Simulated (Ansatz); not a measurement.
Correcting a cheap level on molecular compounds of Mg

The vertical ionisation energy (cation less neutral) in eV of 7 molecular compounds of Mg: x at PBE-D4/def2-TZVPP, y at CCSD(T)/def2-TZVPP. Shapes, held fixed at every level: PBE0-D4/def2-TZVP. Programs: Ansatz 0.2.0.

| molecule | x (eV) | y (eV) |
| --- | --- | --- |
| Mg(NH2)(SH) | 8.37 | 8.95 |
| CH4MgO (SMILES C[O][MgH]) | 9.14 | 9.67 |
| MgH(SH) | 9.25 | 9.42 |
| CH3ClMgO (SMILES C[O][Mg][Cl]) | 9.38 | ? |
| Mg(OH)Cl | 10.24 | 11.21 |
| MgHCl (SMILES [MgH][Cl]) | 10.36 | 10.85 |
| MgClF (SMILES [F][Mg][Cl]) | 11.33 | 11.74 |

**Question.** Fit y = c + s·x to the known rows and predict y for CH3ClMgO.

**Answer.** 
1. Means of the 6 rows: x = 9.7817, y = 10.307.
2. Σ(Δx)² = 5.6291, Σ(Δx·Δy) = 5.7426, so the slope is 5.7426/5.6291 = 1.0202.
3. Intercept: 10.307 − (1.0202) × 9.7817 = 0.328. The largest residual of the fit is 0.44.
4. CH3ClMgO: 0.328 + 1.0202 × 9.38 = 9.90 eV.

CCSD(T)/def2-TZVPP gives 10.03 eV, so the prediction is off by -0.13 eV, within the largest residual. Uncorrected, PBE-D4/def2-TZVPP misses it by -0.65 eV, and the other rows by 0.53 on average. The line removes about 80 % of this miss. Left out in turn, the other rows are missed by 0.27 eV on average. Cations run unrestricted. Outer-core shells of Mg are correlated, in sets that cover them unevenly.
